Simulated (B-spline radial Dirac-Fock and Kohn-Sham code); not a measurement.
**EELS cross sections of the Zn L3 edge**

System: neutral zinc, 1s2 2s2 2p6 3s2 3p6 3d10 4s2. The computed values come from a radial atomic solver: the first Born approximation with generalised oscillator strengths from a Dirac-Hartree-Slater potential (longitudinal and transverse terms; continuum final states only, so no white lines or fine structure). The edge is taken at 1021.8 eV (tabulated value).

Input file task.json (cfg lists n, l and occupation; rrms is the nuclear radius in fm):

```json
{"items": [{
  "Z": 30,
  "q": 0,
  "cfg": [[1, 0, 2], [2, 0, 2], [2, 1, 6], [3, 0, 2], [3, 1, 6], [3, 2, 10], [4, 0, 2]],
  "A": 64,
  "rrms": 3.9283,
  "do": "eels",
  "beams": [[60, 5], [60, 10], [60, 20], [60, 100], [80, 5], [80, 50], [100, 20], [100, 50], [100, 100], [120, 50], [120, 100], [200, 5], [200, 20], [200, 50]],
  "edges": {"L3": 1021.8}
}]}
```

Launch: `python xray2_run.py task.json out`

Edge shape dσ/dE in barn per eV:

| E − edge (eV) | 60 kV, 20 mrad | 100 kV, 20 mrad | 100 kV, 50 mrad |
| --- | --- | --- | --- |
| 1 | 4.70 | 4.65 | 7.30 |
| 3 | 6.05 | 5.98 | 9.32 |
| 6 | 7.67 | 7.58 | 11.7 |
| 10 | 9.23 | 9.14 | 14.1 |
| 15 | 10.5 | 10.4 | 16.0 |
| 20 | 11.2 | 11.1 | 17.1 |
| 30 | 11.5 | 11.4 | 17.7 |
| 40 | 11.2 | 11.1 | 17.3 |
| 50 | 10.7 | 10.7 | 16.7 |
| 65 | 10.1 | 10.1 | 15.9 |
| 80 | 9.51 | 9.57 | 15.2 |
| 100 | 8.82 | 8.92 | 14.3 |
| 125 | 7.99 | 8.13 | 13.2 |
| 150 | 7.23 | 7.40 | 12.1 |
| 200 | 5.99 | 6.21 | 10.4 |
| 250 | 5.01 | 5.26 | 9.01 |
| 300 | 4.21 | 4.46 | 7.83 |

For the first setting the maximum lies 30 eV above the edge. The intensity 300 eV above the edge is 37 % of the maximum.
